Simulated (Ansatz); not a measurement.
Redistribution: C2HCl2Ga + GaH3 → C2H2ClGa + GaH2Cl

Species: C2HCl2Ga `C#[C][Ga]([Cl])[Cl]`, singlet; GaH3 `[GaH3]`, singlet; C2H2ClGa `C#[C][GaH][Cl]`, singlet; GaH2Cl `[Cl][GaH2]`, singlet. The partners trade Cl for H; both sit on Ga, so the bond types are kept.

Shapes, held fixed at every level: PBE0-D4/def2-TZVP. Programs: Ansatz 0.2.0. The zero-point and thermal change to 298 K, harmonic and unscaled (PBE0-D4/def2-TZVP), is +1.3 kJ/mol.

```
               level                    kind  ΔH(298 K) (kJ/mol)  less CCSD(T)/def2-TZVPP
    SPW92/def2-TZVPP                     LDA               -23.7                     -6.2
r2SCAN-D4/def2-TZVPP                meta-GGA               -21.5                     -4.0
 B3LYP-D4/def2-TZVPP           global hybrid               -20.8                     -3.3
 BHLYP-D4/def2-TZVPP           global hybrid               -19.5                     -2.0
  PBE0-D4/def2-TZVPP           global hybrid               -20.4                     -2.9
  wB97M-V/def2-TZVPP  range-separated hybrid               -20.4                     -2.9
     CCSD/def2-TZVPP   coupled cluster or CI               -18.0                     -0.5
  CCSD(T)/def2-TZVPP   coupled cluster or CI               -17.5                      0.0
```

The highest level, CCSD(T)/def2-TZVPP, gives ΔH(298 K) = -17.5 kJ/mol; the levels span -23.7 to -17.5. The column of differences is taken from that level and isn't an error. No measured value is set beside it here. Relativity is left out for Ga. Outer-core shells of Ga are correlated, in sets that cover them unevenly.
